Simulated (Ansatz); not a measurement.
Mulliken charges of `[NH2][Nb]([F])([F])=[S]` from r2SCAN/def2-TZVPP in Ansatz (PBE0-D4/def2-TZVP geometry).

```
atom   x (Å)   y (Å)   z (Å)  charge (e)
  N1  -0.823   0.607   0.607      -0.581
 Nb2   0.500  -0.438  -0.351       1.377
  F3   1.705  -1.188   0.857      -0.378
  F4  -0.345  -1.791  -1.315      -0.378
  S5   1.465   0.955  -1.648      -0.421
  H6  -1.005   1.594   0.504       0.202
  H7  -1.436   0.195   1.300       0.179
```

Task: By hand: the dipole of these point charges (1 e Å = 4.8032 D).

Result: Σ q r = (-0.424, 0.125, 0.365) e Å, of length 0.573 e Å = 2.75 D.

Task: How does the dipole of the full density compare? (An estimate is asked.)

Result: Computed: (-0.538, 0.146, 0.467) e Å, 3.49 D; the point charges give 0.79 times that, at 1° from its direction.

Point charges leave out the atoms' own dipoles, such as those of lone pairs, and Mulliken's split depends on the basis, so the two needn't agree.
